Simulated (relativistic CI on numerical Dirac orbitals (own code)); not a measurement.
## Level scheme of Tc4+

Computed by Dirac-Coulomb-Breit CI, orbitals from a KLI potential per configuration, QED by a radiative potential, valence Slater integrals scaled by 0.85, P86 correlation energy added to each configuration (own radial code, finite nucleus).

Configurations in the expansion (outside the closed core [Ar] 3d10 4s2): 4p6 4d3, 4p6 4d2 5s, 4p6 4d2 4f, 4p6 4d2 5p, 4p5 4d4, 4p6 4d2 5d, 4p6 4d2 6s, 4p6 4d 5s 5p, 4p6 4d2 6p, 4p6 4d2 6d, 4p6 4d2 5f, 4p6 4d2 5g, 4p6 4d 5s2, 4p6 4f 5s2, 4p6 5s2 5p, 4p6 5s2 5d, 4p6 5s2 6s, 4p6 4d 4f2, 4p6 4f2 5s, 4p6 4f3, 4p6 4f2 5p, 4p6 4f2 5d, 4p6 4f2 6s, 4p6 4d 5p2, 4p6 5s 5p2, 4p6 4f 5p2, 4p6 5p3, 4p6 5p2 5d, 4p6 5p2 6s. Double excitations out of closed p, d and f shells are left out; levels of such configurations are missing from the list, as are those of other unlisted configurations, and high levels can miss mixing partners. These lack a partner that the ground configuration has and come out too high: 4p6 4d2 6p, 4p6 4d2 6d, 4p6 4d2 5f, 4p6 4d2 5g.

The lowest level is 4p6 4d3 4F_3/2, with 98 % of that term; Hund's rules for 4p6 4d3 give 4F with J = 3/2, in agreement.

```tsv
No.	Configuration	Term	J	E (cm⁻¹)	%	Landé g	jj configuration (%)
1	4p6 4d3	4F	3/2	0.0	98	0.404	4d3/2^3 (44)
2	4p6 4d3	4F	5/2	1028.4	99	1.029	4d3/2^2 4d5/2 (80)
3	4p6 4d3	4F	7/2	2305.5	99	1.236	4d3/2 4d5/2^2 (74)
4	4p6 4d3	4F	9/2	3732.0	98	1.329	4d3/2 4d5/2^2 (50)
5	4p6 4d3	4P	3/2	12393.8	83	1.649	4d3/2^2 4d5/2 (59)
6	4p6 4d3	4P	1/2	12423.9	93	2.532	4d3/2^2 4d5/2 (78)
7	4p6 4d3	2G	7/2	14054.4	99	0.891	4d3/2 4d5/2^2 (50)
8	4p6 4d3	4P	5/2	14087.2	98	1.595	4d3/2 4d5/2^2 (64)
9	4p6 4d3	2G	9/2	14884.7	78	1.075	4d3/2^2 4d5/2 (70)
10	4p6 4d3	2D	3/2	17210.9	46	1.141	4d3/2 4d5/2^2 (65)
11	4p6 4d3	2P	1/2	17586.1	93	0.804	4d3/2 4d5/2^2 (78)
12	4p6 4d3	2H	9/2	19157.7	80	0.949	4d3/2 4d5/2^2 (50)
13	4p6 4d3	2H	11/2	19483.4	100	1.091	4d3/2 4d5/2^2 (100)
14	4p6 4d3	2D	5/2	20504.4	98	1.203	4d3/2 4d5/2^2 (54)
15	4p6 4d3	2D	3/2	20977.4	50	1.071	4d5/2^3 (80)
16	4p6 4d3	2F	7/2	29674.2	99	1.142	4d3/2 4d5/2^2 (76)
17	4p6 4d3	2F	5/2	30077.4	98	0.861	4d3/2 4d5/2^2 (51)
18	4p6 4d3	2D	5/2	45224.8	98	1.197	4d3/2^2 4d5/2 (47)
19	4p6 4d3	2D	3/2	45670.1	99	0.799	4d3/2 4d5/2^2 (87)
20	4p6 4d2 5s	4F	3/2	108500.9	99	0.404	4d3/2^2 5s (77)
21	4p6 4d2 5s	4F	5/2	109437.9	98	1.027	4d3/2 4d5/2 5s (54)
22	4p6 4d2 5s	4F	7/2	110864.6	99	1.237	4d3/2 4d5/2 5s (87)
23	4p6 4d2 5s	4F	9/2	112614.1	99	1.333	4d5/2^2 5s (74)
24	4p6 4d2 5s	2F	5/2	117461.3	93	0.876	4d3/2 4d5/2 5s (59)
25	4p6 4d2 5s	2F	7/2	120284.7	97	1.141	4d5/2^2 5s (57)
26	4p6 4d2 5s	4P	1/2	121128.8	99	2.662	4d3/2^2 5s (49)
27	4p6 4d2 5s	4P	3/2	121671.1	92	1.657	4d3/2 4d5/2 5s (95)
28	4p6 4d2 5s	4P	5/2	121697.8	67	1.460	4d3/2 4d5/2 5s (86)
29	4p6 4d2 5s	2D	3/2	123766.3	86	0.893	4d3/2 4d5/2 5s (44)
30	4p6 4d2 5s	2D	5/2	125140.3	65	1.323	4d5/2^2 5s (95)
31	4p6 4d2 5s	2G	9/2	129466.4	99	1.112	4d3/2 4d5/2 5s (74)
32	4p6 4d2 5s	2G	7/2	129567.5	98	0.892	4d3/2 4d5/2 5s (70)
33	4p6 4d2 5s	2P	1/2	129641.2	98	0.677	4d3/2 4d5/2 5s (70)
34	4p6 4d2 5s	2P	3/2	131208.1	94	1.312	4d5/2^2 5s (57)
35	4p6 4d2 5s	2S	1/2	151672.0	98	1.999	4d5/2^2 5s (69)
36	4p6 4d2 5p	4G°	5/2	166027.8	80	0.634	4d3/2^2 5p1/2 (82)
37	4p6 4d2 5p	4F°	3/2	168312.7	74	0.524	4d3/2^2 5p1/2 (63)
38	4p6 4d2 5p	4G°	7/2	168491.1	87	1.007	4d3/2 4d5/2 5p1/2 (80)
39	4p6 4d2 5p	4F°	5/2	169888.0	70	1.076	4d3/2 4d5/2 5p1/2 (83)
40	4p6 4d2 5p	4G°	9/2	171172.8	86	1.188	4d5/2^2 5p1/2 (43)
41	4p6 4d2 5p	2F°	5/2	171742.1	41	0.930	4d3/2^2 5p3/2 (56)
42	4p6 4d2 5p	4F°	7/2	172008.6	85	1.233	4d3/2 4d5/2 5p3/2 (38)
43	4p6 4d2 5p	2D°	3/2	172351.7	47	0.827	4d3/2^2 5p3/2 (75)
44	4p6 4d2 5p	4D°	1/2	172931.6	96	0.033	4d3/2^2 5p3/2 (70)
45	4p6 4d2 5p	2F°	7/2	173753.0	49	1.244	4d5/2^2 5p1/2 (37)
46	4p6 4d2 5p	4F°	9/2	173836.3	78	1.293	4d3/2 4d5/2 5p3/2 (57)
47	4p6 4d2 5p	4D°	3/2	174232.2	65	1.067	4d3/2 4d5/2 5p3/2 (71)
48	4p6 4d2 5p	4G°	11/2	174443.8	99	1.272	4d5/2^2 5p3/2 (75)
49	4p6 4d2 5p	4D°	5/2	174506.7	68	1.222	4d3/2 4d5/2 5p3/2 (83)
50	4p6 4d2 5p	2D°	5/2	176011.0	63	1.168	4d5/2^2 5p3/2 (56)
51	4p6 4d2 5p	2S°	1/2	176118.5	90	1.984	4d3/2 4d5/2 5p1/2 (40)
52	4p6 4d2 5p	4D°	7/2	176421.7	51	1.286	4d5/2^2 5p3/2 (51)
53	4p6 4d2 5p	2G°	7/2	177701.7	93	0.912	4d3/2 4d5/2 5p3/2 (49)
54	4p6 4d2 5p	4S°	3/2	178726.3	71	1.800	4d3/2 4d5/2 5p1/2 (48)
55	4p6 4d2 5p	2G°	9/2	179790.1	86	1.129	4d5/2^2 5p3/2 (59)
56	4p6 4d2 5p	4D°	1/2	181091.3	97	0.019	4d3/2^2 5p1/2 (35)
57	4p6 4d2 5p	2P°	3/2	181511.9	42	1.368	4d5/2^2 5p1/2 (35)
58	4p6 4d2 5p	4D°	3/2	182397.9	80	1.236	4d3/2 4d5/2 5p1/2 (36)
59	4p6 4d2 5p	2F°	5/2	182504.5	73	0.972	4d3/2 4d5/2 5p1/2 (42)
60	4p6 4d2 5p	2P°	1/2	184001.5	84	0.904	4d3/2 4d5/2 5p3/2 (37)
61	4p6 4d2 5p	2F°	7/2	184041.9	48	1.085	4d3/2 4d5/2 5p3/2 (37)
62	4p6 4d2 5p	4D°	5/2	184151.0	77	1.279	4d3/2 4d5/2 5p3/2 (44)
63	4p6 4d2 5p	4D°	7/2	185869.5	59	1.225	4d3/2 4d5/2 5p3/2 (49)
64	4p6 4d2 5p	2D°	3/2	185971.3	44	1.216	4d3/2 4d5/2 5p3/2 (32)
65	4p6 4d2 5p	2G°	9/2	186054.5	91	1.094	4d3/2 4d5/2 5p3/2 (43)
66	4p6 4d2 5p	4P°	1/2	186331.9	81	2.394	4d5/2^2 5p3/2 (36)
67	4p6 4d2 5p	2D°	5/2	186639.4	52	1.336	4d3/2 4d5/2 5p3/2 (73)
68	4p6 4d2 5p	4P°	3/2	186925.5	63	1.425	4d3/2 4d5/2 5p3/2 (43)
69	4p6 4d2 5p	2F°	7/2	187654.7	47	1.157	4d5/2^2 5p3/2 (80)
70	4p6 4d2 5p	4P°	5/2	189148.3	57	1.426	4d5/2^2 5p3/2 (56)
```

Energies count from the lowest computed level; ° marks odd parity. Filled j subshells are mostly left out of the jj labels.

The mean weight of the leading LS term, summed over parents, in these 70 levels is 81 %, and that of the leading jj configuration (from the same eigenvectors) 61 %, so LS coupling describes them better.

At this charge configurations can still be misplaced by up to about 7 % of their energy.

Landé's interval rule says that E(J) − E(J−1) = AJ with one A. For the ground term the intervals give A = 411.4, 364.9, 317.0 cm⁻¹ for J = 5/2, 7/2, 9/2; the multiplet is regular.

LS names give the leading component of a level, which can be under half, so a name can repeat, a term be missing and a line seem to break the LS rules.
